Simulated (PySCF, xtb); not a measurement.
B(H)(Me)(PH2) (CH6BP), SMILES CBP.

Geometry optimised at PBE0-D3(BJ)/def2-TZVP. Other conformers were not sampled.

Calculation: C-PCM-ωB97X/def2-SVP (PySCF 2.14.0).

The values are the electrostatic part of the solvation free energy, E(continuum) − E(gas) at the gas-phase geometry, in a cavity of scaled van der Waals radii (PySCF's table); cavitation and dispersion terms are not included. In vacuum the orbital gap is 10.56 eV. The dipole moment in vacuum is 1.15 D.

Computed values in water (ε = 78.36), dimethylsulfoxide (ε = 46.83), diethylether (ε = 4.24):
| solvent | ε | ΔG(elec) (kcal/mol) | dipole (D) | gap (eV) |
|---|---|---|---|---|
| water | 78.36 | -1.5 | 1.53 | 10.68 |
| dimethylsulfoxide | 46.83 | -1.5 | 1.52 | 10.68 |
| diethylether | 4.24 | -1.1 | 1.42 | 10.65 |

For comparison, GFN2-xTB/ALPB(water) (xtb, at the GFN2-xTB geometry, all terms of that model) gives -0.1 kcal/mol.
